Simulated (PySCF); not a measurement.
Al(Cl)(Me)(SiH3) (CH₆AlClSi), SMILES [Cl][Al]([SiH3])[CH3]. Atoms are numbered in the order given.

```xyz
10

Al    -0.0317    -0.2175     0.3733
Cl     1.8301    -0.6062    -0.5705
C     -0.3967    -1.0653     2.0854
H      0.3788    -1.7906     2.3783
H     -1.3700    -1.5864     2.0758
H     -0.4651    -0.3057     2.8850
Si    -1.5230     1.3050    -0.8336
H     -2.8132     1.5362    -0.1075
H     -1.8567     0.7611    -2.1898
H     -0.8723     2.6394    -1.0395
```
Charge 0, spin multiplicity 1.

Coordinates come from a r2SCAN-D4/def2-SVP optimisation.

Computed with TDDFT-PBE/def2-SVPD (PySCF).

Vertical excitations. The molecule is in vacuum.

Computed excitation energies, oscillator strengths and character:
```json
[
 {"state": "S1", "energy (eV)": "4.30", "λ (nm)": "288", "f": "0.006", "main pairs": "HOMO→LUMO 98 %"},
 {"state": "S2", "energy (eV)": "5.58", "λ (nm)": "222", "f": "0.003", "main pairs": "HOMO−1→LUMO 86 %"},
 {"state": "S3", "energy (eV)": "5.66", "λ (nm)": "219", "f": "0.158", "main pairs": "HOMO→LUMO+1 93 %"},
 {"state": "S4", "energy (eV)": "5.79", "λ (nm)": "214", "f": "0.006", "main pairs": "HOMO−3→LUMO 86 %"},
 {"state": "S5", "energy (eV)": "5.86", "λ (nm)": "212", "f": "0.036", "main pairs": "HOMO−2→LUMO 89 %"},
 {"state": "S6", "energy (eV)": "6.06", "λ (nm)": "205", "f": "0.040", "main pairs": "HOMO→LUMO+2 84 %"},
 {"state": "S7", "energy (eV)": "6.21", "λ (nm)": "200", "f": "0.007", "main pairs": "HOMO−5→LUMO 96 %"},
 {"state": "S8", "energy (eV)": "6.33", "λ (nm)": "196", "f": "0.030", "main pairs": "HOMO−4→LUMO 85 %"},
 {"state": "S9", "energy (eV)": "6.81", "λ (nm)": "182", "f": "0.007", "main pairs": "HOMO−1→LUMO+1 84 %"},
 {"state": "S10", "energy (eV)": "6.87", "λ (nm)": "180", "f": "0.014", "main pairs": "HOMO−2→LUMO+1 93 %"},
 {"state": "T1", "energy (eV)": "3.76", "λ (nm)": "329", "f": "0", "main pairs": "HOMO→LUMO 98 %"},
 {"state": "T2", "energy (eV)": "5.14", "λ (nm)": "241", "f": "0", "main pairs": "HOMO→LUMO+1 97 %"},
 {"state": "T3", "energy (eV)": "5.25", "λ (nm)": "236", "f": "0", "main pairs": "HOMO−1→LUMO 77 %, HOMO−3→LUMO 20 %"},
 {"state": "T4", "energy (eV)": "5.35", "λ (nm)": "232", "f": "0", "main pairs": "HOMO−2→LUMO 85 %"}
]
```
Triplets are in the Tamm–Dancoff approximation, which puts them higher than full response would, so one can lie above its singlet here.
